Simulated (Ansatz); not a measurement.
Isolated molecules relaxed with PBE0-D4/def2-TZVP in Ansatz; ΔE leaves out vibrations. CBS: MP2 limit from def2 TZ/QZ plus the TZ coupled-cluster correction, frozen cores. This one scheme is used for every species. DFT in def2-TZVPP. B3LYP here is the variant with VWN-RPA as its local correlation; programs differ in this. Each species was taken in one conformer, which may not be the lowest.

Consider the ligand exchange at the Si–C bond: `O[SiH2]C[SiH2]O` + `BN` → `BN[SiH2]O` + `C[SiH2]O`.

Q: Is it downhill or uphill in electronic energy at CCSD(T)/CBS, and by how much? (Estimate.)

A: Ansatz gave: Downhill: ΔE = -8.5 kcal/mol.

Q: What do these levels give: PBE-D4, B2PLYP, PBE, r2SCAN, B3LYP, SCS-MP2/def2-TZVPP, CCSD/def2-TZVPP, CCSD(T)/def2-TZVPP, HF/def2-QZVPP, SCS-MP2/def2-QZVPP, HF/CBS(def2), MP2/CBS(def2)? (Best estimate.)

A: The calculation gave: PBE-D4 -6.1, B2PLYP -9.3, PBE -7.1, r2SCAN -7.7, B3LYP -9.6, SCS-MP2/def2-TZVPP -9.5, CCSD/def2-TZVPP -9.0, CCSD(T)/def2-TZVPP -8.4, HF/def2-QZVPP -12.8, SCS-MP2/def2-QZVPP -9.7, HF/CBS(def2) -12.8, MP2/CBS(def2) -8.7 kcal/mol.

Largest T1 diagnostic among the species: 0.012.

The D4 term adds +1.7 kcal/mol with B3LYP and +0.9 kcal/mol with PBE0; it sums over pairs of atoms, weighted by their polarisabilities, and B3LYP, whose exchange is more repulsive, gets the larger term. In def2-TZVPP, CCSD(T) changes the Hartree–Fock value by +4.1 kcal/mol (the triples alone add +0.6 kcal/mol) and MP2 by +3.9 kcal/mol.
